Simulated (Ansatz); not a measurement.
Consider the hydrogenolysis of the Si–O bond: `N[SiH2][O][GeH2][NH2]` + H₂ → `N[SiH3]` + `[NH2][GeH2][OH]`.

Isolated molecules relaxed with PBE0-D4/def2-TZVP in Ansatz; ΔE leaves out vibrations. CCSD(T)/CBS is the MP2 limit (def2-TZVPP, def2-QZVPP) plus CCSD(T) − MP2 in def2-TZVPP, frozen cores. This one scheme is used for every species. DFT in def2-TZVPP. For Ge outer-core shells are correlated without core-valence functions, which leaves a few kJ/mol of doubt a bond. Scalar relativity is left out up to krypton. Each species was taken in one conformer, which may not be the lowest.

`N[SiH2][O][GeH2][NH2]`:

Cartesian coordinates in Å:
```
N -0.866 -0.120 1.644
Si -1.336 -0.866 0.164
O -0.037 -1.154 -0.776
Ge 1.457 -0.178 -0.929
N 1.166 1.617 -0.802
H -1.449 0.606 2.029
H -0.435 -0.658 2.380
H -2.281 0.103 -0.457
H -2.001 -2.183 0.340
H 2.386 -0.600 0.216
H 1.995 -0.494 -2.328
H 0.762 1.903 0.079
H 0.640 2.026 -1.561
```

H₂:

```xyz
2

H     0.029    0.369   -0.045
H    -0.029   -0.369    0.045
```

`N[SiH3]`:

Cartesian coordinates in Å:
```
N -0.445 0.359 0.900
Si 0.318 -0.119 -0.565
H -0.113 -0.007 1.778
H -1.444 0.484 0.924
H 1.785 0.044 -0.390
H 0.077 -1.528 -0.999
H -0.178 0.768 -1.649
```

`[NH2][GeH2][OH]`:

Cartesian coordinates in Å:
```
N 1.060 -0.855 -0.321
Ge -0.474 0.099 -0.118
O 0.057 1.690 0.479
H 1.483 -1.227 0.515
H 1.049 -1.555 -1.047
H -1.472 -0.452 0.930
H -1.117 0.214 -1.511
H -0.585 2.086 1.072
```

Problem. Is it downhill or uphill in electronic energy at CCSD(T)/CBS, and by how much? (Best estimate.)

Solution. The calculation gave: Uphill: ΔE = +1.22 eV.

Problem. What do these levels give: PBE-D4, PBE0-D4, ωB97X-V, ωB97M-V, B2PLYP, PBE0, HF/def2-TZVPP, CCSD(T)/def2-TZVPP, MP2/def2-QZVPP, SCS-MP2/def2-QZVPP, HF/CBS(def2), CCSD/CBS(def2)? (An estimate is asked.)

Solution. The calculation gave: PBE-D4 1.13, PBE0-D4 1.14, ωB97X-V 1.18, ωB97M-V 1.22, B2PLYP 1.16, PBE0 1.04, HF/def2-TZVPP 1.07, CCSD(T)/def2-TZVPP 1.21, MP2/def2-QZVPP 1.29, SCS-MP2/def2-QZVPP 1.23, HF/CBS(def2) 1.08, CCSD/CBS(def2) 1.18 eV.

Largest T1 diagnostic among the species: 0.011.

The D4 term adds +0.17 eV with B3LYP and +0.10 eV with PBE0; it sums over pairs of atoms, weighted by their polarisabilities, and B3LYP, whose exchange is more repulsive, gets the larger term. In def2-TZVPP, CCSD(T) changes the Hartree–Fock value by +0.14 eV (the triples alone add +0.04 eV) and MP2 by +0.21 eV.

B3LYP here is the variant with VWN-RPA as its local correlation; programs differ in this.
